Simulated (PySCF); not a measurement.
## AsPb at PBE0

Level: PBE0. PySCF, scalar-relativistic core potentials, basis sets As def2-SVP, Pb def2-SVP with ECP60.

* state: ⁴Π (quartet), unpaired electrons π ↑↑↑, a second solution, started from another occupation
* bond length: 2.814 Å
* harmonic wavenumber: 175 cm⁻¹
* force constant: 0.999 mdyn/Å
* rotational constant Be: 0.03865 cm⁻¹
* anharmonicity ωexe: 0.356 cm⁻¹
* vibration–rotation constant αe: 0.000110 cm⁻¹
* energy of the minimum from ground-state As + Pb: -1.38 eV
* bond order (Mayer): 1.12
* dipole moment (positive dipole means As(−)Pb(+)): 1.63 D

These are scalar-relativistic numbers at best; spin–orbit coupling would shift them, the dissociation energy most.
